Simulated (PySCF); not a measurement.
## Spinor energies of Cr⁺ (chromium, charge +1)

Start: [Ar] 3d5; 3d3/2 filled at m_j = -3/2, -1/2, +1/2, +3/2; 3d5/2 filled at m_j = +5/2. Calculated with PySCF 2.14 in x2c-TZVPPall-2c (6s7p4d2f1g, 70 functions): generalised Hartree-Fock with the X2C-1e Hamiltonian and a Gaussian nucleus; one run each with spin-orbit coupling (SO) switched off, then screened by Boettger's factors.

| spinor shell | electrons | ε, spin-free (eV) | ε, screened SO (eV) | weight of nominal j (screened SO) | rms radius, screened SO (bohr) |
| --- | --- | --- | --- | --- | --- |
| 1s1/2 | 2 | -6049.1 | -6049.1 | 1.000 | 0.0734 |
| 2s1/2 | 2 | -729.85 | -729.83 | 1.000 | 0.316 |
| 2p1/2 | 2 | -611.17 | -617.32 | 0.982 | 0.286 |
| 2p3/2 | 4 | -611.17 | -608.15 | 0.991 | 0.288 |
| 3s1/2 | 2 | -98.201 | -98.199 | 1.000 | 0.974 |
| 3p1/2 | 2 | -63.542 | -63.914 | 0.664 | 1.06 |
| 3p3/2 | 4 | -63.542 | -63.363 | 0.832 | 1.06 |
| 3d3/2 | 4 | -17.532 | -17.543 | 0.507 | 1.52 |
| 3d5/2 | 1 | -17.532 | -17.487 | 1.000 | 1.53 |

```tsv
quantity	spin-free	screened SO
E (hartree)	-1049.41627	-1049.42791
M_J	5/2	5/2
⟨J²⟩	8.750	8.750
⟨L²⟩	0.000	0.001
⟨S²⟩	8.750	8.750
```

Each row is a mean over spinors that exchange with the open shell spreads, by up to 11.983 eV (3p3/2).

Rows whose weight is well below 1 are mixtures of j = l ± 1/2: exchange outweighs spin-orbit coupling there, and the label is only the starting occupation.

Without spin-orbit coupling the j labels of p, d and f shells carry no meaning; the spin-free column gives the mean over the occupied spinors of each nl shell.
